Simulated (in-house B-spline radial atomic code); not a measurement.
A fraction x of an electron is removed from 4d in Ru II (Ru+), starting from [Kr] 4d7 and keeping the highest spin. Method: non-relativistic OLYP, spin-polarised, spherical fractional occupations, point nucleus. Calculated with an all-electron radial atomic-structure program (B-spline basis).

```tsv
x	E(x) - E(0) (eV)	4d down level (eV)
0	0.0000	-11.400
0.01	0.1145	-11.503
0.15	1.8272	-12.970
0.29	3.7479	-14.475
0.42	5.7222	-15.905
0.5	7.0303	-16.800
0.54	7.7113	-17.251
0.66	9.8635	-18.623
0.76	11.7838	-19.784
0.88	14.2426	-21.200
1	16.8726	-22.638
```

The exact functional would give a straight line between the two integer points. Deviations E(x) - E(0) - x[E(1) - E(0)], in eV: -0.054 at x = 0.01, -0.704 at x = 0.15, -1.145 at x = 0.29, -1.364 at x = 0.42, -1.406 at x = 0.5, -1.4 at x = 0.54, -1.272 at x = 0.66, -1.039 at x = 0.76, -0.605 at x = 0.88.

The curve lies below the straight line by up to 1.406 eV (at x = 0.5): convex, the delocalisation error that favours fractional charges.

Task: How well does Slater's transition state (minus the level at half occupation) give the ionisation energy?

Result: It gives 16.800 eV against 16.873 eV from the two total energies; NIST lists 16.76 eV, ground level to ground level.
